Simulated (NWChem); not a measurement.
GeI2 cation, doublet; SMILES of the neutral closed-shell parent [I][Ge][I]

```xyz
3

Ge     0.0000     0.0000     0.9448
I      2.1631     0.0000    -0.2852
I     -2.1631     0.0000    -0.2852
```
Atoms are numbered in this order, from 1.

Computed with NWChem. Spin-unrestricted. In the optimisation the excess spin sits in a1 (C2v, its own frame). Coordinates come from a PBE-D3(BJ)/def2-SVP, spin-unrestricted optimisation. The spin multiplicity was typed, not searched, and may not be the lowest. No stability test was run on the SCF state. def2 effective core potentials on I; no spin-orbit coupling. Level r2SCAN/def2-SVP: energy and gradient on several grids; changes count from the extra-fine grid, which is no exact limit either.

```
grid     size of the energy change (μHa)  largest change of a gradient component (μHa/bohr)
-------  -------------------------------  -------------------------------------------------
xcoarse                             < 10                                                100
coarse                                30                                               < 30
medium                              < 10                                               < 30
fine                                < 10                                               < 30
xfine                               < 10                                               < 30
```
